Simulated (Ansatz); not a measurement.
Steps of a relaxation of C$_{2}$H$_{7}$FSSi (`C[Si](C)(F)S`) with RKS PBE-D4/def2-SVP.

```sh
$ ansatz run in.yaml --threads 4 --pin off --events-out ev --progress --plain --max-ram 10444MiB
```

```yaml
crystal:
  periodic: [false, false, false]
  atoms:
    - {symbol: C, position_ang: [-1.557100, -0.092600, 0.259400]}
    - {symbol: Si, position_ang: [0.005800, 0.116200, -0.629200]}
    - {symbol: C, position_ang: [1.328300, -0.850500, 0.154200]}
    - {symbol: F, position_ang: [-0.095900, -0.383300, -2.139600]}
    - {symbol: S, position_ang: [0.571800, 2.182300, -0.688600]}
    - {symbol: H, position_ang: [-1.538200, 0.319900, 1.280500]}
    - {symbol: H, position_ang: [-2.364200, 0.532000, -0.246000]}
    - {symbol: H, position_ang: [-1.893100, -1.075000, 0.268100]}
    - {symbol: H, position_ang: [1.536000, -0.511300, 1.241700]}
    - {symbol: H, position_ang: [2.306800, -0.742000, -0.352300]}
    - {symbol: H, position_ang: [1.106100, -1.918100, 0.214100]}
    - {symbol: H, position_ang: [0.670600, 2.367400, 0.671800]}
basis:
  gaussian: {orbitals: def2-SVP}
hamiltonian: {xc: pbe, dispersion: d4}
relax: {f_tol: 0.03, max_steps: 200}
```

Positions (Å) and forces (eV/Å) along the path, 6 of 6 steps:

```xyz
12
step=1 energy=-23597.0916 eV
C    -1.557   -0.093    0.259   -1.276    3.038   -0.368
Si    0.006    0.116   -0.629    0.679    0.789    1.323
C     1.328   -0.851    0.154    1.498    0.164    1.855
F    -0.096   -0.383   -2.140   -0.313   -0.326   -1.706
S     0.572    2.182   -0.689    0.146    0.708   -0.064
H    -1.538    0.320    1.280    0.255   -0.098    0.284
H    -2.364    0.532   -0.246    0.547   -0.500    0.220
H    -1.893   -1.075    0.268   -0.853   -2.643    0.170
H     1.536   -0.511    1.242   -0.392   -0.300   -1.184
H     2.307   -0.742   -0.352   -0.008    0.026   -0.176
H     1.106   -1.918    0.214   -0.194   -0.605   -0.020
H     0.671    2.367    0.672   -0.088   -0.253   -0.333
12
step=2 energy=-23597.3479 eV
C    -1.591   -0.069    0.265   -0.666    0.943    0.014
Si    0.035    0.150   -0.573    0.303    0.574    0.005
C     1.371   -0.873    0.187    0.670    0.036    0.819
F    -0.089   -0.279   -2.126   -0.212   -0.454   -0.989
S     0.572    2.245   -0.774   -0.023   -0.240    0.611
H    -1.551    0.306    1.306    0.031   -0.095    0.114
H    -2.378    0.543   -0.246    0.261   -0.183    0.079
H    -1.931   -1.104    0.269   -0.121   -0.668    0.067
H     1.562   -0.549    1.247   -0.099   -0.118   -0.366
H     2.338   -0.766   -0.346   -0.073    0.034   -0.075
H     1.120   -1.949    0.226   -0.130   -0.099   -0.058
H     0.618    2.289    0.599    0.059    0.270   -0.222
12
step=3 energy=-23597.2965 eV rejected
C    -1.605   -0.079    0.279    0.872    0.426   -0.522
Si    0.067    0.256   -0.613   -0.424   -1.648    1.058
C     1.372   -0.889    0.220   -0.560    0.811   -0.483
F    -0.109   -0.289   -2.148    0.033    0.147   -0.307
S     0.610    2.298   -0.763    0.111    0.452   -1.548
H    -1.533    0.240    1.333   -0.083    0.034    0.192
H    -2.435    0.457   -0.211   -0.135    0.044   -0.008
H    -1.789   -1.166    0.243   -0.094   -0.171    0.022
H     1.515   -0.586    1.272    0.096   -0.012    0.179
H     2.339   -0.850   -0.309    0.139   -0.025   -0.016
H     0.973   -1.918    0.194   -0.005   -0.187    0.017
H     0.672    2.471    0.537    0.050    0.129    1.416
12
step=4 energy=-23597.4295 eV
C    -1.613   -0.057    0.262   -0.008   -0.026    0.000
Si    0.040    0.152   -0.592    0.034    0.060    0.136
C     1.391   -0.875    0.200   -0.005   -0.047    0.022
F    -0.113   -0.324   -2.154   -0.029   -0.043   -0.154
S     0.584    2.245   -0.745    0.027    0.006    0.124
H    -1.555    0.293    1.314   -0.007   -0.035   -0.013
H    -2.397    0.537   -0.249    0.009   -0.006   -0.012
H    -1.921   -1.124    0.264    0.001    0.034    0.028
H     1.564   -0.559    1.249   -0.001    0.016    0.023
H     2.350   -0.776   -0.346   -0.029    0.014   -0.019
H     1.103   -1.948    0.216    0.011    0.024   -0.013
H     0.643    2.381    0.616   -0.003    0.004   -0.122
12
step=5 energy=-23597.4309 eV
C    -1.613   -0.060    0.262    0.020   -0.006   -0.015
Si    0.041    0.156   -0.591   -0.008   -0.001    0.063
C     1.388   -0.876    0.203   -0.014   -0.012   -0.006
F    -0.115   -0.321   -2.157   -0.008   -0.005   -0.040
S     0.591    2.247   -0.745    0.013   -0.006    0.022
H    -1.558    0.286    1.315   -0.007   -0.009   -0.001
H    -2.398    0.530   -0.251   -0.008    0.000   -0.004
H    -1.917   -1.128    0.267    0.002    0.015    0.006
H     1.562   -0.559    1.252    0.003    0.008    0.009
H     2.344   -0.774   -0.348   -0.002    0.006   -0.005
H     1.098   -1.947    0.215    0.009    0.009   -0.004
H     0.652    2.391    0.611   -0.001    0.003   -0.025
12
step=6 energy=-23597.4312 eV
C    -1.616   -0.060    0.262   -0.003    0.000    0.001
Si    0.039    0.155   -0.587    0.004    0.000    0.001
C     1.388   -0.876    0.203   -0.002   -0.001    0.000
F    -0.119   -0.319   -2.155    0.001    0.002    0.003
S     0.601    2.243   -0.743   -0.001   -0.006    0.001
H    -1.567    0.288    1.314   -0.002    0.000   -0.001
H    -2.401    0.525   -0.256    0.000   -0.001    0.001
H    -1.917   -1.128    0.270    0.001    0.002   -0.001
H     1.563   -0.558    1.252    0.002    0.000   -0.002
H     2.341   -0.767   -0.351   -0.001    0.001    0.000
H     1.105   -1.949    0.214    0.001    0.001   -0.001
H     0.658    2.392    0.611    0.000    0.001   -0.002
```

Hardware: 4 threads of an Arm Neoverse V1 on a shared host. Wall time 9.5 s, peak host memory 0.15 GiB.
